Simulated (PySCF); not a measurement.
# Titanium: a sound run and one with changed settings

Sound run: Ti [Ar] 3d2 4s2, Ti⁺ [Ar] 3d2 4s1. All numbers are calculated (PySCF 2.14, the spin-free X2C one-electron Hamiltonian (Gaussian nucleus), in aug-cc-pVDZ-DK (7s6p4d2f, 59 functions)). In the sound run the correlated levels freeze [Ar]. The sound run starts from symmetry-adapted Hartree-Fock orbitals and uses a fine grid where one is needed.

Changed run: the non-relativistic Hamiltonian (point nucleus). This setting is unsound on purpose.

| species | method | sound run (hartree) | changed run (hartree) | converged |
| --- | --- | --- | --- | --- |
| Ti | UHF | -852.74482 | -846.71356 | yes |
| Ti | LDA | -851.60606 | -845.57658 | yes |
| Ti | PBE | -853.48049 | -847.44996 | yes |
| Ti | MP2 | -852.78066 | -846.74910 | yes |
| Ti⁺ | UHF | -852.54038 | -846.51069 | yes |
| Ti⁺ | LDA | -851.35196 | -845.32486 | yes |
| Ti⁺ | PBE | -853.23521 | -847.20683 | yes |
| Ti⁺ | MP2 | -852.54866 | -846.51885 | yes |

Ionisation energy of Ti:

```json
{"method": "UHF", "sound run (eV)": "5.563", "changed run (eV)": "5.520"}
{"method": "LDA", "sound run (eV)": "6.914", "changed run (eV)": "6.849"}
{"method": "PBE", "sound run (eV)": "6.674", "changed run (eV)": "6.616"}
{"method": "MP2", "sound run (eV)": "6.313", "changed run (eV)": "6.265"}
{"method": "SCS-MP2", "sound run (eV)": "6.467", "changed run (eV)": "6.419"}
```

Most of the change in total energy is the relativistic energy itself. On top of that the contraction fixes the core shape for the Hamiltonian it was made with, so the changed run is not a good calculation with the other Hamiltonian either.

For comparison, NIST gives 6.828 eV between the lowest levels.
